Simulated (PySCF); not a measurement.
silylphosphine (H5PSi), singlet, at a GFN2-xTB geometry; R2SCAN/def2-SVP (PySCF).

Input for PySCF:
```python
from pyscf import gto, scf, dft

mol = gto.Mole()
mol.atom = '''
    Si   -1.05846784    0.09179922    0.22155758
    P     1.09953350   -0.07240592   -0.33991659
    H    -1.78374110   -0.88506019   -0.58934952
    H    -1.47836332    1.45493704   -0.09998404
    H    -1.30634760   -0.17269873    1.64099048
    H     1.32050240   -1.26744102    0.31993206
    H     1.57349692    0.67116259    0.72535376
'''
mol.basis = 'def2-svp'
mol.verbose = 4
mol.build()

mf = dft.RKS(mol)
mf.xc = 'r2scan'
mf.grids.radi_method = dft.radi.mura_knowles
mf.kernel()
```

What does PySCF print? Leave out banner, timings and long lists.


```
PySCF version 2.14.0

[INPUT] verbose = 4
[INPUT] num. atoms = 7
[INPUT] num. electrons = 34
[INPUT] charge = 0
[INPUT] spin (= nelec alpha-beta = 2S) = 0
[INPUT] symmetry False subgroup None
[INPUT] Mole.unit = angstrom
[INPUT] Symbol           X                Y                Z      unit          X                Y                Z       unit  Magmom
[INPUT]  1 Si    -1.058467840000   0.091799220000   0.221557580000 AA   -2.000214329260   0.173475384249   0.418683147021 Bohr   0.0
[INPUT]  2 P      1.099533500000  -0.072405920000  -0.339916590000 AA    2.077817179784  -0.136827358597  -0.642349260296 Bohr   0.0
[INPUT]  3 H     -1.783741100000  -0.885060190000  -0.589349520000 AA   -3.370782156130  -1.672521362856  -1.113709184444 Bohr   0.0
[INPUT]  4 H     -1.478363320000   1.454937040000  -0.099984040000 AA   -2.793701787403   2.749432534085  -0.188942452428 Bohr   0.0
[INPUT]  5 H     -1.306347600000  -0.172698730000   1.640990480000 AA   -2.468639187483  -0.326353301760   3.101022580219 Bohr   0.0
[INPUT]  6 H      1.320502400000  -1.267441020000   0.319932060000 AA    2.495387882831  -2.395116406839   0.604583971868 Bohr   0.0
[INPUT]  7 H      1.573496920000   0.671162590000   0.725353760000 AA    2.973478236647   1.268313480154   1.370719949823 Bohr   0.0

nuclear repulsion = 91.4629947214219
number of shells = 31
number of NR pGTOs = 107
number of NR cGTOs = 61
basis = def2-svp
ecp = {}

******** <class 'pyscf.dft.rks.RKS'> ********
method = RKS
initial guess = minao
damping factor = 0
level_shift factor = 0
DIIS = <class 'pyscf.scf.diis.CDIIS'>
diis_start_cycle = 1
diis_space = 8
diis_damp = 0
SCF conv_tol = 1e-09
SCF conv_tol_grad = None
SCF max_cycles = 50
direct_scf = True
direct_scf_tol = 1e-13
XC library pyscf.dft.libxc version 7.1.2
    S. Lehtola, C. Steigemann, M. J. T. Oliveira, and M. A. L. Marques,  SoftwareX 7, 1–5 (2018)
XC functionals = r2scan
    J. W. Furness, A. D. Kaplan, J. Ning, J. P. Perdew, and J. Sun,  J. Phys. Chem. Lett. 11, 8208–8215 (2020)
    J. W. Furness, A. D. Kaplan, J. Ning, J. P. Perdew, and J. Sun,  J. Phys. Chem. Lett. 11, 9248–9248 (2020)
    J. W. Furness, A. D. Kaplan, J. Ning, J. P. Perdew, and J. Sun,  J. Phys. Chem. Lett. 11, 8208–8215 (2020)
    J. W. Furness, A. D. Kaplan, J. Ning, J. P. Perdew, and J. Sun,  J. Phys. Chem. Lett. 11, 9248–9248 (2020)
radial grids: Mura-Knowles [JCP 104, 9848 (1996); DOI:10.1063/1.471749] log3 quadrature radial grids
becke partition: Becke, JCP 88, 2547 (1988); DOI:10.1063/1.454033
pruning grids: <function nwchem_prune>
grids dens level: 3
symmetrized grids: False
atomic radii adjust function: <function treutler_atomic_radii_adjust>
small_rho_cutoff = 0
Set gradient conv threshold to 3.16228e-05
Initial guess from minao.
tot grids = 82912
init E= -633.418796696051
  HOMO = -0.288271256387309  LUMO = -0.02716531666678  gap/eV = 7.10505
cycle= 1 E= -633.574914170666  delta_E= -0.156  |g|= 0.125  |ddm|= 2.27
  HOMO = -0.22290579077813  LUMO = 0.0184251840432936  gap/eV = 6.56695
cycle= 2 E= -633.577150823014  delta_E= -0.00224  |g|= 0.0964  |ddm|= 0.434
  HOMO = -0.243891435955077  LUMO = 0.0112268130890245  gap/eV = 6.94212
cycle= 3 E= -633.580225506035  delta_E= -0.00307  |g|= 0.0254  |ddm|= 0.225
  HOMO = -0.242105505726737  LUMO = 0.00882670576485367  gap/eV = 6.82821
cycle= 4 E= -633.580491233914  delta_E= -0.000266  |g|= 0.00416  |ddm|= 0.0522
  HOMO = -0.242285066025593  LUMO = 0.00933362171087193  gap/eV = 6.84689
cycle= 5 E= -633.580499196497  delta_E= -7.96e-06  |g|= 0.000975  |ddm|= 0.00863
  HOMO = -0.242440299680008  LUMO = 0.00922226351560695  gap/eV = 6.84809
cycle= 6 E= -633.580499527777  delta_E= -3.31e-07  |g|= 0.00027  |ddm|= 0.00187
  HOMO = -0.242401839570034  LUMO = 0.00924178157353639  gap/eV = 6.84757
cycle= 7 E= -633.580499557928  delta_E= -3.02e-08  |g|= 5.35e-05  |ddm|= 0.00052
  HOMO = -0.242398574896751  LUMO = 0.00924103845920188  gap/eV = 6.84746
cycle= 8 E= -633.580499559258  delta_E= -1.33e-09  |g|= 8.19e-06  |ddm|= 0.000102
  HOMO = -0.242399343915645  LUMO = 0.00924073823167282  gap/eV = 6.84748
cycle= 9 E= -633.580499559289  delta_E= -3.15e-11  |g|= 1.1e-06  |ddm|= 1.44e-05
  HOMO = -0.242399563121462  LUMO = 0.00924061305862223  gap/eV = 6.84748
Extra cycle  E= -633.580499559288  delta_E= 5.68e-13  |g|= 7.31e-07  |ddm|= 2.85e-06
converged SCF energy = -633.580499559288
```
